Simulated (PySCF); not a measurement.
Spinor energies of Dy⁴⁵⁺ (dysprosium, charge +45)

Start: [Ar] 3d3; 3d3/2 filled at m_j = -1/2, +1/2, +3/2. Calculated with PySCF 2.14 in an uncontracted even-tempered set (16 s from 11 bohr⁻², ratio 2.8; 12 p from 14 bohr⁻², ratio 2.8; 8 d from 14 bohr⁻², ratio 2.8; 3 f from 45 bohr⁻², ratio 3): generalised Hartree-Fock with the X2C-1e Hamiltonian and a Gaussian nucleus; one run each with spin-orbit coupling (SO) switched off, then screened by Boettger's factors.

```tsv
spinor shell	electrons	ε, spin-free (eV)	ε, screened SO (eV)	weight of nominal j (screened SO)	rms radius, screened SO (bohr)
1s1/2	2	-56748.2	-56733.8	1.000	0.0240
2s1/2	2	-11737.1	-11731.1	1.000	0.0963
2p1/2	2	-10716.8	-11295.9	1.000	0.0823
2p3/2	4	-10716.8	-10465.9	1.000	0.0885
3s1/2	2	-4355.5	-4353.5	1.000	0.238
3p1/2	2	-4032.6	-4183.7	0.999	0.228
3p3/2	4	-4032.6	-3966.0	1.000	0.240
3d3/2	3	-3715.7	-3731.9	0.994	0.206
```

| quantity | spin-free | screened SO |
| --- | --- | --- |
| E (hartree) | -10432.40250 | -10443.50445 |
| M_J | 3/2 | 3/2 |
| ⟨J²⟩ | 6.750 | 3.791 |
| ⟨L²⟩ | 12.000 | 7.910 |
| ⟨S²⟩ | 3.750 | 2.127 |

Each row is a mean over spinors that exchange with the open shell spreads, by up to 21.287 eV (3p1/2).

Breit and QED terms are absent; they matter most for the inner s and p1/2 levels.

Densities and radii are taken from the X2C orbitals without a picture-change correction, which distorts them close to the nucleus.

Without spin-orbit coupling the j labels of p, d and f shells carry no meaning; the spin-free column gives the mean over the occupied spinors of each nl shell, and its ⟨J²⟩ belongs to a mixture of degenerate components.
